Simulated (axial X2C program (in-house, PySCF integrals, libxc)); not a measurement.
**Spin–orbit effects down a group: molecules with Ga (ions), HF**

Computed with an in-house relativistic program for diatomic molecules, spin-free (one-electron X2C) or two-component (2c: spin–orbit coupling with atomic mean-field Coulomb and Gaunt terms, which also bring small scalar terms), in Dyall basis sets with cores contracted in-house; open shells are unrestricted.

Basis sets: Ga dyall-acv3z, O dyall-av3z, S dyall-av3z, Se dyall-acv3z, Te dyall-acv3z.

```csv
molecule,spin-free state,Re (Å),ωe (cm⁻¹),De (eV),2c state,Re 2c (Å),ωe 2c (cm⁻¹),De 2c (eV)
GaO⁻,"M_S = 0, Λ = 0",1.681,901.8,n/a,Ω = 0,1.681,901.5,n/a
GaS⁻,"M_S = 0, Λ = 0",2.127,470.0,2.93,Ω = 0,2.127,469.7,n/a
GaSe⁻,?,?,?,?,?,?,?,?
GaTe⁻,"M_S = 0, Λ = 0",2.490,256.1,2.17,Ω = 0,2.493,254.4,n/a
```

**Question.** Estimate the 2c Re and ωe of GaSe⁻ as the mean of its neighbours in the table.

**Answer.** Re ≈ 2.310 Å, ωe ≈ 362.1 cm⁻¹. The HF runs give the row below, so the estimate misses by 0.051 Å and 35.1 cm⁻¹.

```tsv
molecule	spin-free state	Re (Å)	ωe (cm⁻¹)	De (eV)	2c state	Re 2c (Å)	ωe 2c (cm⁻¹)	De 2c (eV)
GaSe⁻	M_S = 0, Λ = 0	2.258	327.7	2.63	Ω = 0	2.259	327.0	n/a
```

Fragments in 2c: Ga- + O, Ga + S-, Se- + Ga, Te- + Ga. Each entry is the lowest single determinant of a limited PBE0 search at one distance. De goes to single-determinant-based atoms at the same level (for ions the charge split of lowest energy) and is withheld (n/a) where an atom does not fit its ground term or J level. Main or longest-lived isotopes.
